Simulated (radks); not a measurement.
Results of a calculation; reference values are marked as such.
Problem. Level of theory: scalar-relativistic Kohn-Sham, LDA (Slater exchange, Perdew-Wang correlation), spin-polarised, spherical densities, finite nucleus; open shells are filled with parallel spins first; Fermi nuclear charge, rms radius of each element as measured or else 0.836 A^(1/3) + 0.57 fm (a radial shooting solver on a logarithmic mesh with Libxc functionals). Each species is in its NIST ground configuration. Rank K3+, V3+, Co3+, Sc3+, Kr3+, Ge3+, Ti3+, Mn3+, Zn3+, Br3+, Fe3+, Ga3+, Ni3+, Cr3+, Cu3+, Ca3+, As3+, Se3+ by mean radius of the outermost orbital (bohr), largest first.

Solution. Se3+ 1.87, Ge3+ 1.84, Br3+ 1.75, As3+ 1.74, Kr3+ 1.65, K3+ 1.30, Ti3+ 1.25, Ca3+ 1.21, V3+ 1.17, Sc3+ 1.13, Cr3+ 1.10, Mn3+ 1.03, Fe3+ 0.976, Co3+ 0.958, Ni3+ 0.908, Cu3+ 0.863, Zn3+ 0.823, Ga3+ 0.787.
